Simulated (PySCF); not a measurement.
# Orbital picture of FeCl

BHandHLYP at R = 2.177 Å; Fe x2c-TZVPPall, Cl x2c-TZVPPall; spin-free X2C with a Gaussian nucleus (PySCF 2.14). State: ⁶Δ (sextet), unpaired electrons σ ↑↑, π ↑↑, δ ↑. Only the outer orbitals are listed, counted within each symmetry.

```csv
spin,orbital,occ.,ε (eV),on Fe (%),main shells (%)
α,1δ,1,-13.08,100,100 Fe d
α,11σ,1,-10.99,28,"71 Cl p, 18 Fe s, 8 Fe d"
α,5π,1,-9.80,6,94 Cl p
α,5π,1,-9.80,6,94 Cl p
α,12σ,1,-6.65,91,"68 Fe s, 22 Fe p, 10 Cl p"
α,6π,0,0.16,98,95 Fe p
α,6π,0,0.16,98,95 Fe p
α,13σ,0,2.26,106,"61 Fe p, 34 Fe s, 11 Fe d"
β,10σ,1,-11.19,15,82 Cl p
β,1δ,1,-10.30,100,100 Fe d
β,4π,1,-9.89,7,93 Cl p
β,4π,1,-9.89,7,93 Cl p
β,11σ,0,-2.40,99,"81 Fe s, 12 Fe d"
β,12σ,0,-0.22,95,"70 Fe d, 22 Fe p"
β,5π,0,-0.14,96,92 Fe d
```

Question: Which are the highest filled and the lowest empty level, where do they sit, and how wide is the gap?

Answer: Highest filled α 12σ at -6.65 eV (in %: 68 Fe s, 22 Fe p, 10 Cl p); lowest empty β 11σ at -2.40 eV (in %: 81 Fe s, 12 Fe d); the gap at BHandHLYP is 4.25 eV.

* bond order (Mayer): 0.95
* ⟨S²⟩: 8.756
* charge on Fe (Mulliken, basis-dependent): 0.47
* charge on Fe (Löwdin, basis-dependent): 0.00
* dipole moment (positive dipole means Fe(−)Cl(+)): -2.70 D

Shares are Mulliken populations and can fall outside 0 to 100 %.

With d or f electrons several states lie close, and the lowest PBE0 determinant need not be the measured ground state.
